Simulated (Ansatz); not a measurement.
Basis-set extrapolation for `O=C/C=C(\O)c1ccccc1` (PBE0-D4/def2-TZVP geometry, frozen core, the Gaussian-basis code of Ansatz). Multiplicity 1, RHF reference.

```tsv
	def2-TZVPP	def2-QZVPP
HF	-495.376440	-495.397223
MP2 correlation	-1.879036	-2.006364
CCSD(T) correlation	-2.003474	not run
```

Energies in hartree. Use E(X) = E(∞) + A·exp(−7.88·√X) for Hartree–Fock and E(X) = E(∞) + B·X^(−2.97) for correlation, with X = 3 and 4, and add CCSD(T) minus MP2 of the smaller set to the MP2 limit.

Problem. What is the CCSD(T) energy at the basis-set limit?

Solution. HF limit: -495.397223 + (-0.020783) × 0.13774 = -495.40009. MP2 limit: -2.006364 + (-0.127328) × 0.74074 = -2.10068. Higher-order term: -2.003474 − (-1.879036) = -0.12444. Total: -497.62521 hartree, 644.0 kJ/mol below CCSD(T)/def2-TZVPP.
